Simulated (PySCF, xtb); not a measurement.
C₄H₉NS, SMILES C/N=C(\C)SC.

Harmonic wavenumbers (cm⁻¹) from GFN2-xTB (xtb 6.7.1) at its own minimum, in rising order: 64, 79, 96, 129, 171, 232, 253, 342, 454, 483, 713, 746, 951, 953, 960, 988, 1069, 1079, 1110, 1157, 1308, 1378, 1393, 1424, 1437, 1460, 1461, 1471, 1486, 1692, 2927, 2940, 2994, 3006, 3011, 3045, 3051, 3051, 3064.

### Question
What does PBE-D3(BJ)/def2-SVP (PySCF) give at its own minimum? (An estimate is asked for; the answer gives what the named calculation found.)

### Answer
57, 89, 113, 149, 190, 233, 277, 366, 451, 513, 681, 725, 916, 934, 935, 967, 1044, 1049, 1116, 1144, 1273, 1320, 1360, 1369, 1390, 1393, 1397, 1409, 1427, 1668, 2904, 2968, 2968, 2987, 3041, 3047, 3082, 3097, 3109. Paired by order, the mean absolute difference is 29 cm⁻¹ and the zero-point energies are 76.7 and 76.0 kcal/mol.
